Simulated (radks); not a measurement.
Q: Species: Ir II. Configuration: [Xe] 4f14 5d7 6s0.5 6p0.5 (fractional occupations, a model configuration). All-electron calculation, Dirac Kohn-Sham, PBE, spin-unpolarised, spherical densities, finite nucleus; open shells fill j = l - 1/2 first; Fermi nuclear charge, rms radius 5.4032 fm. Program: a radial shooting solver on a logarithmic mesh with Libxc functionals. Some entries of the table are withheld. Estimate them.

orbital,occ.,eigenvalue (eV),<1/r> (bohr^-1)
1s1/2,2,-75991.66,92.14
2s1/2,2,-13291.37,22.56
2p1/2,2,-12735.94,(1)
2p3/2,4,-11108.46,(2)
3s1/2,2,-3115.110,8.282
3p1/2,2,-2865.454,8.198
3p3/2,4,-2509.109,7.175
3d3/2,4,-2090.977,7.071
3d5/2,6,-2013.967,6.835
4s1/2,2,-671.2708,3.494
4p1/2,2,-565.7770,(3)
4p3/2,4,-481.5024,(4)
4d3/2,4,-308.2831,2.822
4d5/2,6,-292.6381,2.739
5s1/2,2,-106.3833,1.391
5p1/2,2,(5),1.263
4f5/2,6,(6),2.333
4f7/2,8,(7),2.300
5p3/2,4,(8),1.134
5d3/2,4,-16.5282,0.8061
5d5/2,3,-15.2606,0.7743
6s1/2,0.5,-13.9156,0.4718
6p1/2,0.5,-8.2589,0.3709
6p3/2,0,-7.2409,0.3345

A: 
(1) 2p1/2 <1/r> (bohr^-1): 22.53
(2) 2p3/2 <1/r> (bohr^-1): 18.59
(3) 4p1/2 <1/r> (bohr^-1): 3.385
(4) 4p3/2 <1/r> (bohr^-1): 3.030
(5) 5p1/2 eigenvalue (eV): -73.2839
(6) 4f5/2 eigenvalue (eV): -72.3842
(7) 4f7/2 eigenvalue (eV): -69.2654
(8) 5p3/2 eigenvalue (eV): -59.7376
